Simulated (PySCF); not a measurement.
Compound: C6H4O.
SMILES: `CC#CC#CC=O`

Computed with PySCF at CAM-B3LYP/def2-SVPD, non-relativistic, on one gas-phase PBE0-D3(BJ)/def2-SVP geometry that isn't relaxed in the solvent. The solvent is an IEF-PCM continuum (cavity from Bondi-type radii × 1.2), and excitations are vertical TDDFT with non-equilibrium linear response and a frozen core. Only the electrostatic response of the medium enters.

```tsv
run	E − E(gas) (kJ/mol)	HOMO (eV)	HOMO–LUMO gap (eV)	dipole (D)	lowest singlet (eV)	static polarisability (au)
gas	0.00	-8.83	7.46	4.91	3.68	87.7
P	-26.52	-8.79	7.35	6.45	3.62	119.1
Q	-19.07	-8.79	7.38	6.03	3.63	109.5
```

Problem. The runs were made in chloroform and dimethylsulfoxide. Which run belongs to which solvent?

Solution. P = dimethylsulfoxide, Q = chloroform. The dielectric constants are 4.711 (chloroform), 46.83 (dimethylsulfoxide), and the energy falls further as ε rises. The optical constants n² used for the excitations are 2.09, 2.19 in the same order. In this model the ground state sees the solvent through ε alone.

Problem. How constant is the ratio of the lowering to (ε − 1)/(2ε + 1)?

Solution. 
```csv
solvent,(ε − 1)/(2ε + 1),E − E(gas) (kJ/mol),ratio (kJ/mol),polarisation term (kJ/mol)
chloroform,0.356,-19.07,-53.6,-22.26
dimethylsulfoxide,0.484,-26.52,-54.8,-32.73
```

The ratio changes by +2.3 % in size from chloroform to dimethylsulfoxide. The polarisation term is half the interaction of the solute with the induced surface charges.
